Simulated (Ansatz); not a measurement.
Species, as SMILES: [SiH]F (F-SiH) (closed-shell singlet).
Atoms: Si1, H2, F3. Bonds: Si1-H2, Si1-F3.

Basis-set convergence of the optimised Si1-H2 bond length at MP2 with Ansatz (a program for electronic structure). The reference of a correlated method is not its basis-set limit, which lies further on. Cartesian d functions, on some or all atoms, in 6-31G*, 6-311G**, 6-311+G**; all else is spherical. Cores are frozen. Core-valence sets carry the plain set on hydrogen. A restricted Hartree-Fock determinant is unstable towards unrestricted orbitals. No added dispersion term, no relativity. Reference: the value in aug-cc-pV(Q+d)Z, 1.5213 Å, itself unsure by roughly 0.0004 Å (its mean distance from def2-QZVPP, cc-pV(Q+d)Z). Deviations are taken from unrounded values. Cost is core time over that of aug-cc-pV(D+d)Z, rough, on shared machines of one kind; a dash marks a row that isn't timed (too short, read off another run, short of memory, by another algorithm or on other hardware). It counts the whole optimisation.

```json
[
 {"basis": "6-31G*", "functions": "36", "optimised Si1-H2 bond length (Å)": "1.5304", "minus reference (Å)": "0.0091", "cost": "-"},
 {"basis": "def2-SVP", "functions": "37", "optimised Si1-H2 bond length (Å)": "1.5258", "minus reference (Å)": "0.0045", "cost": "-"},
 {"basis": "cc-pV(D+d)Z", "functions": "42", "optimised Si1-H2 bond length (Å)": "1.5291", "minus reference (Å)": "0.0078", "cost": "-"},
 {"basis": "6-311G**", "functions": "51", "optimised Si1-H2 bond length (Å)": "1.5215", "minus reference (Å)": "0.0002", "cost": "0.6×"},
 {"basis": "6-311+G**", "functions": "59", "optimised Si1-H2 bond length (Å)": "1.5175", "minus reference (Å)": "-0.0038", "cost": "0.9×"},
 {"basis": "aug-cc-pV(D+d)Z", "functions": "64", "optimised Si1-H2 bond length (Å)": "1.5307", "minus reference (Å)": "0.0094", "cost": "1×"},
 {"basis": "def2-TZVP", "functions": "74", "optimised Si1-H2 bond length (Å)": "1.5240", "minus reference (Å)": "0.0027", "cost": "0.9×"},
 {"basis": "pcseg-2", "functions": "78", "optimised Si1-H2 bond length (Å)": "1.5184", "minus reference (Å)": "-0.0029", "cost": "1×"},
 {"basis": "cc-pV(T+d)Z", "functions": "83", "optimised Si1-H2 bond length (Å)": "1.5230", "minus reference (Å)": "0.0016", "cost": "1×"},
 {"basis": "6-311++G(3df,3pd)", "functions": "104", "optimised Si1-H2 bond length (Å)": "1.5192", "minus reference (Å)": "-0.0021", "cost": "2×"},
 {"basis": "def2-TZVPPD", "functions": "105", "optimised Si1-H2 bond length (Å)": "1.5216", "minus reference (Å)": "0.0002", "cost": "2×"},
 {"basis": "cc-pCVTZ", "functions": "116", "optimised Si1-H2 bond length (Å)": "1.5233", "minus reference (Å)": "0.0020", "cost": "2×"},
 {"basis": "def2-QZVPP", "functions": "157", "optimised Si1-H2 bond length (Å)": "1.5209", "minus reference (Å)": "-0.0005", "cost": "5×"}
]
```
